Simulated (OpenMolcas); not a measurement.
## Computed transition rates of Zr II

```yaml
Program: OpenMolcas 26.06
Method: "MS-CASPT2, IPEA 0.25 Eh, imaginary shift 0.1 Eh (closed shells correlated: 4s 4p)"
Basis: ANO-RCC-VQZP [8s7p5d3f2g1h]
Scalar_Hamiltonian: DKH2, point nucleus
Active_space: 3 electrons in 11 orbitals (4d 5s 5d)
State_averaging: 2S+1 = 4 even, 20 roots; 2S+1 = 2 even, 49 roots kept (CI in the orbitals of an earlier block)
Spin-orbit_coupling: RASSI with atomic mean-field integrals over the reference wave functions, term energies averaged over their components
```

Rates come from the transition moments of the reference wave functions (E1 and E2 in the length form). At fixed line strength A goes as λ^-3 for E1 and M1 and as λ^-5 for E2, so a rate at the computed wavelength can be rescaled to the measured one. Measured vacuum wavelengths follow from level energies in NIST Handbook of Basic Atomic Spectroscopic Data. Branching counts decays inside the model space alone, at computed energies, and the table is only a selection of the E2 and M1 lines, drawn from those between levels with measured partners whose computed energy lies within a factor of 1.5 of the measured one.

```json
{"Upper": "4d2 5s 2F 5/2", "Lower": "4d2 5s 4F 3/2", "Type": "M1", "λ computed (nm)": "1802", "λ measured (nm)": "1738", "A computed (s-1)": "1.98e-02", "A rescaled (s-1)": "", "Branching %": "56.2"}
{"Upper": "4d2 5s 2F 7/2", "Lower": "4d2 5s 4F 9/2", "Type": "M1", "λ computed (nm)": "2076", "λ measured (nm)": "1944", "A computed (s-1)": "1.47e-02", "A rescaled (s-1)": "", "Branching %": "43.0"}
{"Upper": "4d2 5s 2F 5/2", "Lower": "4d2 5s 4F 5/2", "Type": "M1", "λ computed (nm)": "1919", "λ measured (nm)": "1839", "A computed (s-1)": "7.25e-03", "A rescaled (s-1)": "", "Branching %": "20.6"}
{"Upper": "4d2 5s 2F 7/2", "Lower": "4d2 5s 4F 5/2", "Type": "M1", "λ computed (nm)": "1698", "λ measured (nm)": "1625", "A computed (s-1)": "6.43e-03", "A rescaled (s-1)": "", "Branching %": "18.8"}
{"Upper": "4d2 5s 4F 9/2", "Lower": "4d2 5s 4F 7/2", "Type": "M1", "λ computed (nm)": "16810", "λ measured (nm)": "17880", "A computed (s-1)": "5.68e-03", "A rescaled (s-1)": "4.72e-03", "Branching %": "100.0"}
{"Upper": "4d2 5s 4F 7/2", "Lower": "4d2 5s 4F 5/2", "Type": "M1", "λ computed (nm)": "20870", "λ measured (nm)": "22280", "A computed (s-1)": "4.74e-03", "A rescaled (s-1)": "3.90e-03", "Branching %": "100.0"}
{"Upper": "4d3 4F 7/2", "Lower": "4d3 4F 5/2", "Type": "M1", "λ computed (nm)": "23760", "λ measured (nm)": "24710", "A computed (s-1)": "3.17e-03", "A rescaled (s-1)": "2.82e-03", "Branching %": "85.2"}
{"Upper": "4d3 4F 9/2", "Lower": "4d3 4F 7/2", "Type": "M1", "λ computed (nm)": "20990", "λ measured (nm)": "21830", "A computed (s-1)": "2.91e-03", "A rescaled (s-1)": "2.59e-03", "Branching %": "86.0"}
{"Upper": "4d2 5s 4F 5/2", "Lower": "4d2 5s 4F 3/2", "Type": "M1", "λ computed (nm)": "29720", "λ measured (nm)": "31780", "A computed (s-1)": "1.63e-03", "A rescaled (s-1)": "1.33e-03", "Branching %": "100.0"}
{"Upper": "4d3 4F 5/2", "Lower": "4d3 4F 3/2", "Type": "M1", "λ computed (nm)": "29630", "λ measured (nm)": "30990", "A computed (s-1)": "1.60e-03", "A rescaled (s-1)": "1.40e-03", "Branching %": "73.6"}
{"Upper": "4d3 4F 3/2", "Lower": "4d2 5s 4F 5/2", "Type": "M1", "λ computed (nm)": "4371", "λ measured (nm)": "4429", "A computed (s-1)": "3.47e-04", "A rescaled (s-1)": "", "Branching %": "43.4"}
{"Upper": "4d3 4F 5/2", "Lower": "4d2 5s 4F 3/2", "Type": "E2", "λ computed (nm)": "3376", "λ measured (nm)": "3454", "A computed (s-1)": "2.34e-04", "A rescaled (s-1)": "2.09e-04", "Branching %": "10.8"}
{"Upper": "4d3 4F 3/2", "Lower": "4d2 5s 4F 3/2", "Type": "E2", "λ computed (nm)": "3810", "λ measured (nm)": "3887", "A computed (s-1)": "1.89e-04", "A rescaled (s-1)": "1.71e-04", "Branching %": "23.6"}
{"Upper": "4d3 4F 3/2", "Lower": "4d2 5s 4F 3/2", "Type": "M1", "λ computed (nm)": "3810", "λ measured (nm)": "3887", "A computed (s-1)": "1.66e-04", "A rescaled (s-1)": "", "Branching %": "20.7"}
{"Upper": "4d3 4F 3/2", "Lower": "4d2 5s 4F 5/2", "Type": "E2", "λ computed (nm)": "4371", "λ measured (nm)": "4429", "A computed (s-1)": "9.50e-05", "A rescaled (s-1)": "8.89e-05", "Branching %": "11.9"}
```

Spin-changing lines and M1 lines between different terms are not rescaled, since their strength hangs on the term gaps too.

The largest correction is for 4d2 5s 4F 5/2 → 4d2 5s 4F 3/2 (M1): 1.63e-03 × (29720 / 31780)^3 = 1.33e-03 s-1, a factor of 0.82.

The computed rate and branching of 4d2 5s 4F 5/2 → 4d2 5s 4F 3/2 give the upper level a radiative lifetime of 1.000 / 1.63e-03 s-1 = 6.13e+02 s, counting decays inside the model space alone. The rescaled rate gives about 7.5e+02 s.

These are rates of the free ion; in crystals, glasses and complexes forced electric-dipole and non-radiative decay shorten such lifetimes by orders of magnitude. No measured rate stands beside these. Rescaling mends the energy factor alone: line strengths can still be far off where a level mixes with configurations outside the active space, and weak or spin-changing lines hang on small mixing coefficients that depend on the term gaps too, so rescaling need not improve them.

Term energies are means over components that CASPT2 splits; among the terms shown or strongly mixed into the levels shown the widest spread is 1100 cm-1 (4d3 4F). Terms from blocks run as CI alone lack orbitals of their own. Active for correlation alone: 5d; no level in the range computed is led by a configuration that fills it, so any true level of that kind is missing. The CASPT2 spread within a term exceeds the gap to the next term for 4d3 4F and 4d2 5s 2D(1), so the order of their levels is uncertain, and so are names and mixing where such terms share a J. Computed and measured levels are paired by configuration, term and J; levels that our copy of the source lacks, or whose pairing is in doubt (as where it misses far off the trend of its configuration), stay unpaired. Levels of configurations outside the active space are missing.

A number in round brackets counts repeated terms of one configuration in the order of the reference energies.
